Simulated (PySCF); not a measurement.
C2H8BNO, singlet, geometry from GFN2-xTB. Base run: PBE/6-31G run with PySCF.

PySCF was given this input:
```python
from pyscf import gto, scf, dft, solvent

mol = gto.M(
    atom='''
B    -0.277451    0.140774    0.345590
C    -1.701410    0.009457    1.048737
H    -2.306710   -0.756838    0.575805
H    -2.252969    0.945363    0.997484
H    -1.603528   -0.244519    2.101467
O    -0.051275   -0.634691   -0.748977
C     1.150917   -0.622488   -1.471712
H     1.995908   -0.924109   -0.843366
H     1.048845   -1.333910   -2.293022
H     1.356663    0.370612   -1.885504
N     0.679658    1.031844    0.859357
H     1.594482    1.168802    0.467129
H     0.510112    1.603537    1.666222
''',
    basis='6-31g',
    charge=0,
    spin=0,
    verbose=4,
)

mf = dft.RKS(mol)
mf.xc = 'pbe'
mf.kernel()
mf.analyze()
```

The base run was repeated with changes; each row names its change, and settings that it needs were set with it.

| change | ΔE vs base (kJ/mol) | dipole (D) | HOMO-LUMO gap (eV) |
|---|---|---|---|
| base | 0.00 | 2.72 | 7.09 |
| model = ddCOSMO; solvent = toluene | -9.40 | 3.04 | 7.04 |
| model = SS(V)PE; solvent = toluene | -10.50 | 3.02 | 7.04 |
| model = IEF-PCM; solvent = toluene | -10.63 | 3.03 | 7.04 |
| model = IEF-PCM; solvent = toluene; vdw_scale = 1.4 | -6.16 | 2.95 | 7.04 |
| model = COSMO; solvent = toluene | ? | 3.03 | 7.04 |
| model = IEF-PCM; solvent = toluene; lebedev_order = 41 | -10.64 | 3.03 | 7.04 |
| model = IEF-PCM; solvent = 2-propanol | ? | ? | 6.98 |
| model = IEF-PCM; solvent = toluene; lebedev_order = 11 | -10.13 | 3.02 | 7.04 |
| model = IEF-PCM; solvent = toluene; r_probe = 0.5 | ? | ? | ? |
| model = IEF-PCM; solvent = acetonitrile | -23.10 | 3.42 | 6.98 |
| model = IEF-PCM; solvent = methanol | -22.99 | 3.42 | 6.98 |

Question: Fill in the missing entries.

Answer: 
- model = COSMO; solvent = toluene, ΔE vs base (kJ/mol): -10.78
- model = IEF-PCM; solvent = 2-propanol, ΔE vs base (kJ/mol): -22.13
- model = IEF-PCM; solvent = 2-propanol, dipole (D): 3.39
- model = IEF-PCM; solvent = toluene; r_probe = 0.5, ΔE vs base (kJ/mol): -4.35
- model = IEF-PCM; solvent = toluene; r_probe = 0.5, dipole (D): 2.91
- model = IEF-PCM; solvent = toluene; r_probe = 0.5, HOMO-LUMO gap (eV): 7.05

The base is the gas phase, so ΔE is the electrostatic part of solvation at a fixed geometry, without cavity and dispersion terms.
